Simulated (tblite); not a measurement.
C4H13FSSi2.
Atom-mapped SMILES: `[CH3:1][CH2:2][Si@H:3]([CH2:4][S:5][CH3:6])[SiH2:7][F:8]` (hydrogens: H9, H10, H11 on C1; H12, H13 on C2; H14 on Si3; H15, H16 on C4; H17, H18, H19 on C6; H20, H21 on Si7)

Structure optimised with GFN2-xTB, isolated species.

Some entries are withheld. Bonds in one row agree within 0.01 Å.

| coordinate | value |
| --- | --- |
| C1–C2 | ? |
| C2–Si3 | ? |
| Si3–C4 | 1.920 Å |
| C4–S5 | 1.823 Å |
| S5–C6 | 1.812 Å |
| Si3–Si7 | 2.321 Å |
| Si7–F8 | ? |
| C1–H9, C1–H10, C1–H11 | 1.088 Å |
| C2–H12 | 1.091 Å |
| C2–H13 | 1.092 Å |
| Si3–H14 | 1.476 Å |
| C4–H15 | 1.089 Å |
| C4–H16 | 1.090 Å |
| C6–H17, C6–H18, C6–H19 | 1.086 Å |
| Si7–H20 | 1.461 Å |
| Si7–H21 | 1.461 Å |
| C1–C2–Si3 | 112.1° |
| C2–Si3–C4 | 107.0° |
| C2–Si3–Si7 | ? |
| C4–Si3–Si7 | 112.3° |
| Si3–C4–S5 | 112.8° |
| C4–S5–C6 | ? |
| Si3–Si7–F8 | ? |

Q: Fill in the missing values.

A: 
- C1–C2 = 1.523 Å, drawn single (methyl carbon to sp3 carbon bound to silicon); equal to the sum of covalent radii, 1.52 Å.
- C2–Si3 = 1.909 Å, drawn single (sp3 carbon bound to silicon to SiH silicon); 0.04 Å above the sum of covalent radii, 1.87 Å.
- Si7–F8 = 1.619 Å, drawn single (fluorine-bound silicon to silicon-bound fluorine); 0.06 Å below the sum of covalent radii, 1.68 Å.
- C2–Si3–Si7 = 111.2°, at the SiH silicon; the outer atoms are 3.497 Å apart.
- C4–S5–C6 = 100.4°, at the sulfide sulfur; the outer atoms are 2.793 Å apart.
- Si3–Si7–F8 = 108.4°, at the fluorine-bound silicon; the outer atoms are 3.222 Å apart.

Radii are Cordero's, carbon taken as 0.76, 0.73 or 0.69 Å for four, three, and two or fewer neighbours.

Its GFN2-xTB frequencies are all real (lowest 30 cm⁻¹). The numbers are those of one conformer (C1–C2–Si3–C4 -177°, C2–Si3–C4–S5 149°, Si3–C4–S5–C6 66°, C2–Si3–Si7–F8 114°). 3 starts were optimised and ended at 0.00, 0.77 and 1.80 kcal/mol (GFN2-xTB); the lowest of these is shown.

These are computed values.
